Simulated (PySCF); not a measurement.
Species: C5H6NOS (doublet state).
Structure used (GFN2-xTB), in Å, numbered top down from 1:
```
atom  x, y, z in Å
C1     2.0909   -0.7285   -1.0792
O2     0.7746   -0.4155   -0.6778
C3     0.5280   -0.3042    0.6376
S4     1.7525   -0.5506    1.8006
C5    -0.7402   -0.0042    1.0490
C6    -1.8678    0.2419    0.1026
C7    -2.1478    1.6607    0.0560
N8    -2.3535    2.7834    0.0295
H9     2.0715   -0.7625   -2.1661
H10    2.4020   -1.6966   -0.6767
H11    2.7941    0.0367   -0.7397
H12   -0.9259    0.1007    2.1052
H13   -2.7754   -0.2686    0.4402
H14   -1.6038   -0.0932   -0.9034
```

The species is `COC(=S)[CH]CC#N` [radical].

Computed with UKS B3LYP, pcH-1 on C H N O S, non-relativistic, mean-field spin-orbit, GIAO in PySCF 2.14.0. The structure is a single GFN2-xTB conformer in the gas phase; no vibrational or solvent corrections. A GFN2-xTB geometry isn't a minimum of the functional, and hyperfine couplings can be far from their values at a DFT geometry.

Output of the driver script. The program numbers atoms from 0.

```
UKS, coarse grid
  cycle   1  E = -722.15851266  |g| = 4.88e-01
  cycle   2  E = -721.83690732  |g| = 9.87e-01
  cycle   3  E = -722.25278182  |g| = 1.59e-01
  cycle   4  E = -722.26080341  |g| = 8.88e-02
  cycle   5  E = -722.26385930  |g| = 2.19e-02
  cycle   6  E = -722.26409507  |g| = 8.42e-03
  cycle   7  E = -722.26413740  |g| = 4.65e-03
  cycle   8  E = -722.26415464  |g| = 2.08e-03
  cycle   9  E = -722.26415712  |g| = 1.47e-03
  cycle  10  E = -722.26415856  |g| = 1.76e-04
UKS, final grid
  cycle   1  E = -722.26417915  |g| = 2.58e-04
  cycle   2  E = -722.26417906  |g| = 4.96e-04
  cycle   3  E = -722.26417919  |g| = 5.66e-05
  cycle   4  E = -722.26417919  |g| = 1.78e-05
E = -722.26417919 Eh   <S^2> = 0.7711 (exact 0.7500)
g shifts (ppm)      1          2          3
  rmc          -195       -195       -195
  gc             -6         39         41
  oz_so          62       8933      67089
  total        -139       8778      66935
hyperfine (MHz)  atom isotope    a_iso     a_fc   dipolar eigenvalues
    0   13C      -0.97      -0.97     -1.07      0.12      0.95
    1   17O       2.74       2.74     -1.14     -0.29      1.43
    2   13C     -38.93     -38.93    -16.38      6.27     10.11
    3   33S      11.23      11.23    -52.24    -51.34    103.58
    4   13C      51.77      51.77    -50.03    -49.02     99.05
    5   13C     -17.30     -17.30     -1.57      0.65      0.93
    6   13C      51.15      51.15     -2.60     -2.05      4.66
    7   14N       0.37       0.37     -0.98     -0.45      1.42
    8    1H      -0.09      -0.09     -0.84     -0.73      1.57
    9    1H       6.60       6.60     -2.06     -0.93      2.98
   10    1H       6.52       6.52     -2.10     -0.88      2.98
   11    1H     -39.61     -39.61    -20.31     -2.59     22.90
   12    1H      42.71      42.71     -3.31     -2.64      5.95
   13    1H       5.54       5.54     -3.13     -2.63      5.76
```

Task: The SCF converged. Which of these numbers needs a check, and why?

Result: The largest g shift is +0.067, past the limit of 0.03 at which the run flags a species of elements up to argon. The orbital-Zeeman/spin–orbit term is second order, a sum of spin–orbit matrix elements over excitation energies, so it grows and becomes less reliable as an excited state comes close; a shift of this size calls for a check with another method. The contact and dipolar couplings don't rest on that expansion, but they belong to the state that the SCF found, and a close-lying state with the spin in another orbital would have other couplings; no stability test was run. The run left out the spin–orbit part of the hyperfine coupling.

Task: Where is the spin in this solution (atoms counted from 1)?

Result: The largest Mulliken spin populations are on C5 (+0.61), S4 (+0.57) and C3 (-0.16). The positive populations add up to 1.23 and the negative ones to -0.23, together 2S = 1. The angles at C5 add up to 359.9°, so it is planar; its axial dipolar tensor and the negative coupling of its proton fit spin in a p orbital normal to that plane. ⟨S²⟩ = 0.7711 against the exact 0.7500, 2.8 % above the value of a pure doublet state. 

Task: Average a_iso over equivalent nuclei, turn it into first-order splittings with g = 2.0023, and give the multiplets for abundant isotopes (0.05 mT or more).

Result: 
| nuclei (from 1) | isotope | I | position | a_iso (MHz) | \|a\| (mT) | splits into |
| --- | --- | --- | --- | --- | --- | --- |
| H12 | 1H | 1/2 | 1 bond from C5 | -39.6 | 1.41 | 1:1 doublet |
| H13/H14 | 1H | 1/2 | 2 bonds from C5 | 24.1 | 0.86 | 1:2:1 triplet |
| H9/H10/H11 | 1H | 1/2 | 4 bonds from S4 | 4.3 | 0.15 | 1:3:3:1 quartet |

Means are taken over nuclei equivalent by connectivity, which assumes that they swap fast. The three 1H nuclei of mean +4.3 MHz run from -0.1 to 6.6 MHz in the frozen geometry. The 1H value of +24.1 MHz is a mean of couplings from 5.5 to 42.7 MHz in this one geometry, not an average over conformers. Main spin sites, with 60 % or more of the largest population: S4, C5; positions count bonds from the nearest.
